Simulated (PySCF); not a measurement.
trans-(1R,2R)-1-bromo-2-fluorocyclopropane (C₃H₄BrF), SMILES F[C@@H]1C[C@H]1Br. The structure is a stationary point at PBE-D3(BJ)/def2-SVP.

Method: PBE-D3(BJ)/def2-SVP in PySCF.

Harmonic wavenumbers (cm⁻¹): 192, 227, 314, 417, 609, 792, 872, 935, 956, 996, 1030, 1047, 1145, 1173, 1219, 1337, 1416, 3068, 3090, 3126, 3170. Rotational constants (GHz): 10.10, 1.409, 1.309; symmetry number 1.

Task: Work out the zero-point energy and the ideal-gas rigid-rotor harmonic-oscillator thermochemistry at 298.15 K and 1 atm.

Result: ZPE = ½ Σ hcν = ½ × 27133 cm⁻¹ = 38.79 kcal/mol. H − E(el) = 42.63 kcal/mol. Entropy in cal/(mol K): translation 40.70, rotation 27.25, vibration 7.82, total 75.76. G − E(el) = 20.04 kcal/mol. Cp = 19.72 cal/(mol K).
